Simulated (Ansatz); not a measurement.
Cost and result up the ladder for Ge₂S₂ (the lowest singlet isomer of a short search) (4 atoms). Total charge 0; singlet. Geometry: PBE0-D4/def2-SVP.

```xyz
4

Ge    0.541   -1.269   -0.617
Ge   -0.304    1.099    0.992
S    -1.474   -0.731    0.301
S     1.236    0.901   -0.675
```

Ansatz on 4 threads of Arm Neoverse V1 on a shared host. Times are rough, and most runs start from the orbitals of an earlier one. CAM-B3LYP-D4/def2-TZVP serves as the yardstick here, not as an exact answer. Differences are given only for rows in sets of like size (and for xTB, whose basis is part of the method), since another set adds its own error. Binding counts from free atoms at the same level (Ge triplet, S triplet; other spins of the atoms weren't run), without zero-point energy or a counterpoise term.

Correlated methods freeze 28 core orbitals; core or outer-core shells of Ge are correlated, in sets that lack core-valence functions. The structure comes from a short search, and lower isomers may exist.

Correlated methods converge slowly with the basis.

| level | functions | wall time | binding energy per atom (eV) | difference from CAM-B3LYP-D4/def2-TZVP (eV) |
| --- | --- | --- | --- | --- |
| HF/STO-3G | 54 | 0.2 s | 2.50 | – |
| PBE-D4/def2-SVP | 100 | 0.75 s | 3.38 | – |
| PBE0-D4/def2-SVP | 100 | 1.2 s | 3.20 | – |
| PBE-D4/def2-TZVP | 170 | 1.3 s | 3.41 | 0.32 |
| PBE-D4/def2-TZVPD | 200 | 2.4 s | 3.41 | 0.32 |
| MP2/def2-TZVP | 170 | 2.4 s | 3.19 | 0.11 |
| PBE0-D4/def2-TZVP | 170 | 2.4 s | 3.25 | 0.16 |
| RPA@PBE/def2-TZVP | 170 | 2.8 s | 2.84 | -0.24 |
| CAM-B3LYP-D4/def2-TZVP | 170 | 3 s | 3.09 | 0.00 |
| PBE0-D4/def2-TZVPD | 200 | 3.7 s | 3.25 | 0.16 |
| r2SCAN-D4/def2-TZVP (with forces) | 170 | 4.1 s | 3.28 | 0.19 |
| PBE-QIDH/def2-TZVP | 170 | 4.5 s | 3.18 | 0.09 |
| r2SCAN-D4/def2-TZVPD | 200 | 5.5 s | 3.28 | 0.20 |
| CCSD(T)/def2-TZVPP | 180 | 17 s | 3.06 | -0.03 |
